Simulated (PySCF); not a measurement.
C2H4O, neutral, multiplicity 1.

```xyz
7

C      0.1313    -1.1360     0.0000
C     -0.6615     0.1346     0.0000
O      0.1267     1.1740     0.0000
H      0.7837    -1.1579     0.8861
H     -0.4969    -2.0242     0.0000
H      0.7837    -1.1579    -0.8861
H      1.0965     0.9560     0.0000
```

Coordinates come from a r2SCAN-D4/def2-TZVP optimisation. The geometry has at least one imaginary mode, so it is a saddle point at that level. The values are those of a single conformer.

All values below come from HF/pcSseg-2 in PySCF. Non-relativistic, no solvent.

Computed absolute GIAO shielding of each atom: isotropic value and principal components (ppm):
```
atom  σ(iso)      σ11     σ22    σ33    span
----  ------  -------  ------  -----  ------
C1     146.7    122.3   130.7  187.1    64.8
C2    -366.8  -1157.0   -67.3  123.9  1280.9
O3     -46.9   -228.8  -126.2  214.3   443.2
H4      31.1     27.0    32.3   34.2     7.2
H5      26.4     22.2    26.2   30.8     8.6
H6      31.1     27.0    32.3   34.2     7.2
H7      21.3     18.4    21.0   24.5     6.0
```
